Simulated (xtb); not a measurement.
CH₄N₂S, charge -1, doublet, from a rough starting geometry (a state made from the parent by changing its charge; the spin is typed, not shown lowest); GFN2-xTB (xtb 6.7.1).

Here is a job for xtb.
```
$ xtb mol.xyz --gfn 2 --chrg -1 --uhf 1 --opt vtight --json

# file mol.xyz
8

N      0.99579195    -0.46883899    -0.40492602
C      0.11630272     0.39429600     0.02143354
N     -1.15425474    -0.02087033     0.30816275
S      0.48916336     1.98582324     0.16198027
H      0.90102092    -1.44807445    -0.24847884
H      1.93313483    -0.14717448    -0.43368678
H     -1.43205034    -0.95180535     0.02353108
H     -1.88681674     0.71838763     0.48373827
```

What the program printed (banner, timings and long lists left out):

```
   ID    Z sym.   atoms
    1    7 N      1, 3
    2    6 C      2
    3   16 S      4
    4    1 H      5-8

           -------------------------------------------------
          |                Calculation Setup                |
           -------------------------------------------------

           -------------------------------------------------
          |                 G F N 2 - x T B                 |
           -------------------------------------------------

          ...................................................
          :                      SETUP                      :
          :.................................................:
          :  # basis functions                  26          :
          :  # atomic orbitals                  25          :
          :  # shells                           13          :
          :  # electrons                        25          :
          :  max. iterations                   250          :
          :  Hamiltonian                  GFN2-xTB          :
          :  restarted?                      false          :
          :  GBSA solvation                  false          :
          :  PC potential                    false          :
          :  electronic temp.          300.0000000     K    :
          :  accuracy                    1.0000000          :
          :  -> integral cutoff          0.2500000E+02      :
          :  -> integral neglect         0.1000000E-07      :
          :  -> SCF convergence          0.1000000E-05 Eh   :
          :  -> wf. convergence          0.1000000E-03 e    :
          :  Broyden damping             0.4000000          :
          :  net charge                         -1          :
          :  unpaired electrons                  1          :
          ...................................................

 iter      E             dE          RMSdq      gap      omega  full diag
   1    -13.4182861 -0.134183E+02  0.601E+00    0.78       0.0  T
   2    -13.5051796 -0.868935E-01  0.313E+00    2.02       1.0  T
   3    -13.5084312 -0.325165E-02  0.146E+00    2.18       1.0  T
   4    -13.5087939 -0.362677E-03  0.440E-01    2.10       1.0  T
   5    -13.5087961 -0.218172E-05  0.206E-01    2.14       1.0  T
   6    -13.5088777 -0.816633E-04  0.103E-01    2.11       1.0  T
   7    -13.5088777  0.748849E-07  0.352E-02    2.10       1.0  T
   8    -13.5088794 -0.176552E-05  0.548E-03    2.10       6.5  T
[...]
 * total energy  :   -13.4003679 Eh     change       -0.7016244E-04 Eh
 * total energy  :   -13.4004163 Eh     change       -0.4840645E-04 Eh
 * total energy  :   -13.4004643 Eh     change       -0.4795152E-04 Eh
 * total energy  :   -13.4004982 Eh     change       -0.3394675E-04 Eh
 * total energy  :   -13.4005117 Eh     change       -0.1351336E-04 Eh
 * total energy  :   -13.4005260 Eh     change       -0.1422302E-04 Eh
 * total energy  :   -13.4005421 Eh     change       -0.1612796E-04 Eh
 * total energy  :   -13.4005485 Eh     change       -0.6448847E-05 Eh
 * total energy  :   -13.4005579 Eh     change       -0.9402694E-05 Eh
 * total energy  :   -13.4005599 Eh     change       -0.2012376E-05 Eh
 * total energy  :   -13.4005604 Eh     change       -0.4735024E-06 Eh
 * total energy  :   -13.4005605 Eh     change       -0.8236418E-07 Eh
   *** GEOMETRY OPTIMIZATION CONVERGED AFTER 28 ITERATIONS ***
         :: total energy             -13.400560500695 Eh    ::
[...]

     #   Z          covCN         q      C6AA      α(0)
     1   7 N        2.657    -0.354    29.106     8.013
     2   6 C        2.790     0.095    25.882     8.334
     3   7 N        2.649    -0.359    29.246     8.032
     4  16 S        1.020    -0.820   178.077    22.570
     5   1 H        0.860     0.095     1.841     2.125
     6   1 H        0.860     0.124     1.592     1.976
     7   1 H        0.859     0.097     1.826     2.117
     8   1 H        0.860     0.121     1.618     1.992

 Mol. C6AA /au·bohr⁶  :       1182.769010
 Mol. C8AA /au·bohr⁸  :      35822.262039
 Mol. α(0) /au        :         55.158713

Wiberg/Mayer (AO) data.
largest (>0.10) Wiberg bond orders for each atom

 ---------------------------------------------------------------------------
     #   Z sym  total        # sym  WBO       # sym  WBO       # sym  WBO
 ---------------------------------------------------------------------------
     1   7 N    3.061 --     2 C    1.032     6 H    0.971     5 H    0.969
     2   6 C    3.477 --     4 S    1.386     3 N    1.037     1 N    1.032
     3   7 N    3.048 --     2 C    1.037     8 H    0.971     7 H    0.957
     4  16 S    1.540 --     2 C    1.386
     5   1 H    0.991 --     1 N    0.969
     6   1 H    0.985 --     1 N    0.971
     7   1 H    0.990 --     3 N    0.957
     8   1 H    0.985 --     3 N    0.971
 ---------------------------------------------------------------------------

Topologies differ in total number of bonds
Writing topology from bond orders to xtbtopo.mol

molecular dipole:
                 x           y           z       tot (Debye)
 q only:       -0.495      -2.784       0.040
   full:       -0.511      -2.995      -0.069       7.724
molecular quadrupole (traceless):
                xx          xy          yy          xz          yz          zz
 q only:        6.416      -4.120     -11.781       0.676       0.104       5.365
  q+dip:        9.642      -6.142     -15.046       1.864      -0.083       5.405
   full:        9.596      -6.090     -14.630       1.714      -0.050       5.034

optimized geometry written to: xtbopt.xyz

           -------------------------------------------------
          | TOTAL ENERGY              -13.400560500695 Eh   |
          | GRADIENT NORM               0.000067986955 Eh/α |
          | HOMO-LUMO GAP               3.535686945436 eV   |
           -------------------------------------------------

normal termination of xtb
```
